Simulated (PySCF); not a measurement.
Two species compared at the same levels of theory.

First species: C6H13NO2Si.
SMILES with atom numbers: `[CH3:1][C@@H:2]([SiH3:3])[C@@:4]([CH3:5])([CH:6]=[O:7])[C:8]([NH2:9])=[O:10]` (hydrogens: H11, H12, H13 on C1; H14 on C2; H15, H16, H17 on Si3; H18, H19, H20 on C5; H21 on C6; H22, H23 on N9)

Second species: C2H9FO2Si3.
Geometry (GFN2-xTB, Å), atoms numbered from 1 in this order:
```xyz
17
C2H9FO2Si3 angstrom
C     -2.667    0.690    0.842
C     -1.277    0.302    0.422
O     -0.302    0.816    0.936
Si    -1.077   -1.023   -0.959
O      0.465   -1.035   -1.372
Si     2.035   -0.548   -1.179
Si     2.297    0.561    0.816
F      3.924    0.565    0.982
H     -3.151    1.185    0.002
H     -2.651    1.360    1.699
H     -3.240   -0.205    1.070
H     -1.433   -2.325   -0.399
H     -1.871   -0.621   -2.116
H      2.737   -1.827   -1.358
H      2.261    0.236   -2.404
H      1.911   -0.114    2.054
H      2.034    1.995    0.853
```

Levels: PBE0/pcSseg-1 for dipole moment, HOMO energy, LUMO energy and HOMO–LUMO gap; GFN2-xTB for rotational constant A and rotational constant C. Geometries: GFN2-xTB. Each species is one conformer at its optimised geometry, gas phase, non-relativistic unless stated; the electronic structure was computed with PySCF and density fitting.

The conformers computed, where there is a choice (atom-mapped SMILES and torsion angles):
- `[CH3:1][C@@H:2]([SiH3:3])[C@@:4]([CH3:5])([CH:6]=[O:7])[C:8]([NH2:9])=[O:10]`: C1–C2–C4–C5 46°, C2–C4–C6–O7 179°, C2–C4–C8–N9 169°, H–N9–C8–C4 173°, H–N9–C8–C4 17°
- `[CH3:1][C:2](=[O:3])[SiH2:4][O:5][SiH2:6][SiH2:7][F:8]`: C1–C2–Si4–O5 170°, C2–Si4–O5–Si6 6°, Si4–O5–Si6–Si7 12°, O5–Si6–Si7–F8 165°

```tsv
property	column X	column Y
dipole moment	3.13 D	5.17 D
HOMO energy	-7.64 eV	-7.40 eV
LUMO energy	-1.51 eV	-1.71 eV
HOMO–LUMO gap	6.13 eV	5.69 eV
rotational constant A	1.521 GHz	1.858 GHz
rotational constant C	0.909 GHz	0.540 GHz
```

Question: Which column belongs to which species?

Answer: Column X is the first species and column Y the second. The first has 23 atoms and 86 electrons, the second 17 and 88.

Question: How does each property change from the first species to the second?

Answer: dipole moment +2.04 D; HOMO energy +0.24 eV; LUMO energy -0.20 eV; HOMO–LUMO gap -0.44 eV; rotational constant A +0.337 GHz; rotational constant C -0.369 GHz.

On the first: A dipole of 3.13 D is allowed in C1, and pure rotational transitions are dipole-allowed. The dipole matches unit charges of opposite sign 0.65 Å apart (1 e·Å = 4.8032 D).

On the second: A dipole of 5.17 D is allowed in C1, and pure rotational transitions are dipole-allowed. The dipole equals about 17.3 × 10⁻³⁰ C·m (1 D = 3.33564 × 10⁻³⁰ C·m).
